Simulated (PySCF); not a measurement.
Excitation energy of B by level of theory

B [He] 2s2 2p1 (2P) → B [He] 2s2 3d1 (2D), as a difference of total energies. Calculation: PySCF 2.14, in dyall-av3z (15s9p3d2f, 71 functions); the spin-free X2C one-electron Hamiltonian (Gaussian nucleus). Correlated levels: valence: 1s2 frozen; virtual orbitals above 40 to 60 times the deepest correlated orbital energy dropped. The calculations carry no spin-orbit coupling.

```csv
method,excitation energy (cm⁻¹)
UHF,62812
LDA,61784
PBE,60743
PBE0,61889
r2SCAN,63599
B97-3,61770
wB97M-V,63049
r2SCANh,63826
M06,60210
MP2 (valence),63187
SCS-MP2 (valence),63082
```

Errors of the correlated levels include the incompleteness of this basis and the frozen core.

The promoted electron is Rydberg-like, and one or two diffuse shells describe it only roughly, which tends to raise the upper state.

In the upper state the promoted electron has a positive orbital energy at LDA, PBE, PBE0, r2SCAN, B97-3, r2SCANh, M06, so the basis confines it.

Task: Which method comes closest to the reference value, and which is furthest?

Result: The reference is 54758 cm⁻¹ (measured; NIST levels, between the centres of gravity of the two terms). Closest: M06 (error 5452.6 cm⁻¹); furthest: r2SCANh (error 9068.0 cm⁻¹).
